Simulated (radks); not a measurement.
Species: Ge19+. Configuration: [Ne] 3s2 3p1 (the NIST ground configuration). Calculated with a radial shooting solver on a logarithmic mesh with Libxc functionals: non-relativistic Kohn-Sham, LB94 model potential, spin-polarised, spherical densities, point nucleus; open shells are filled with parallel spins first.

Unscreened Slater integrals over Kohn-Sham orbitals (cm^-1). They are taken over the spin-up orbitals.

\begin{tabular}{lr}
integral & value \\ \hline
F0(3p,3p) & 383140 \\
F2(3p,3p) & 193570 \\
F0(3p,3s) & 376440 \\
G1(3p,3s) & 245030 \\
F0(3p,2p) & 508340 \\
F2(3p,2p) & 125250 \\
G0(3p,2p) & 49998 \\
G2(3p,2p) & 54451 \\
F0(3p,2s) & 493000 \\
G1(3p,2s) & 39437 \\
F0(3s,3s) & 371010 \\
F0(3s,2p) & 486900 \\
G1(3s,2p) & 48728 \\
F0(3s,2s) & 476230 \\
G0(3s,2s) & 38454 \\
F0(2p,2p) & 1098700 \\
F2(2p,2p) & 521980 \\
F0(2p,2s) & 1002300 \\
G1(2p,2s) & 570870 \\
F0(2s,2s) & 941090 \\
\end{tabular}

Derived for the open shells (J is the average intra-shell exchange parameter used in DFT+U). 3p: J = F2/5 = 38710 cm^-1.
